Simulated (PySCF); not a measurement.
## Polarisability and C₆ of Zn³⁺ (zinc, charge +3)

[Ar] 3d9, 2D determinant. Calculation: PySCF 2.14, in aug-cc-pwCVTZ-PP with ECP10MDF; a scalar-relativistic core potential. Coupled (time-dependent) response in atomic units; α is the mean over directions.

| method | mean α (bohr³) | α xx, yy, zz | C₆ (like pair) | S(−4) |
| --- | --- | --- | --- | --- |
| HSE06 | 1.424 | 1.384, 1.384, 1.504 | 3.171 | 0.6591 |

S(−4) is the Cauchy moment in α(ω) = α(0) + S(−4) ω² + …

α(iu) at HSE06:

```
u (hartree)  α(iu) (bohr³)
          0          1.424
     0.0500          1.422
      0.100          1.418
      0.200          1.399
      0.300          1.369
      0.500          1.289
      0.750          1.172
       1.00          1.059
       1.50         0.8662
       2.00         0.7174
       3.00         0.5106
       5.00         0.2934
```

For an ion, C₆ is the dispersion term alone; charge-induced terms of lower order in 1/R come first.

The components differ because the open shell of this determinant is not spherical; for a pure term their mean is the scalar polarisability.

Energies and moments cover only the electrons outside the core potential.
